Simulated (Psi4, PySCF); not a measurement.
C3H10Cl2Si2 (SMILES C[SiH2]CC[SiH](Cl)Cl), singlet, at a GFN2-xTB geometry, atoms displaced at random by about 0.08 Å a coordinate. Base run: PySCF with B3LYP/STO-3G, gradient.

The PySCF input:
```python
from pyscf import gto, scf, dft

mol = gto.Mole()
mol.atom = '''
    Si    1.09352308    0.12357954   -0.45797440
    Cl    1.04529465    2.12853531    0.61389579
    Cl    3.00605126   -0.16239818   -0.66072303
    C     0.24799465   -1.13252490    0.54957924
    C    -1.10539062   -0.80466136    0.96140922
    Si   -2.35799715   -0.70673346   -0.43929609
    C    -4.23204347   -0.63878421    0.46209595
    H     0.57901706    0.27403001   -1.80560463
    H     0.31217259   -1.89407176   -0.01475785
    H     0.98544615   -1.25735869    1.44001554
    H    -1.33597534   -1.63477696    1.71631390
    H    -1.01939106    0.15228528    1.54117103
    H    -2.52402263   -2.07055360   -1.09466166
    H    -2.23036099    0.25765664   -1.19579396
    H    -4.42178780   -1.39892358    1.15339008
    H    -4.29697097    0.22463910    1.03456573
    H    -4.88647937   -0.59060172   -0.27357443
'''
mol.basis = 'sto-3g'
mol.verbose = 4
mol.build()

mf = dft.RKS(mol)
mf.xc = 'b3lyp'
mf.kernel()
g = mf.nuc_grad_method()
grad = g.kernel()
```

Programs used: Psi4, PySCF; a row that names a program was run with it.

The coordinate followed is z of atom 5.

Each row names what was changed in the base input (with any setting that the change needs).

```tsv
change	dE/dx (Eh/bohr)	net force (Eh/bohr)
base	-0.053528	0.000061
grids.level = 5; grid_response = on	-0.053537	0.000000
conv_tol = 1e-4	-0.053436	0.000061
finite difference step (bohr) = 0.01; conv_tol = 1e-11	-0.053544	-
finite difference step (bohr) = 1e-3; conv_tol = 1e-11	-0.053546	-
code = psi4	-0.053532	0.000141
grids.level = 0; grid_response = on	-0.052052	0.000000
density fitting = on	-0.053519	0.000061
grids.level = 1; grid_response = off	-0.053483	0.000465
grids.level = 0; grid_response = off	-0.053517	0.008208
finite difference step (bohr) = 0.05; conv_tol = 1e-11	-0.053503	-
conv_tol = 1e-6	-0.053526	0.000061
```

The net force is zero for an exact gradient.
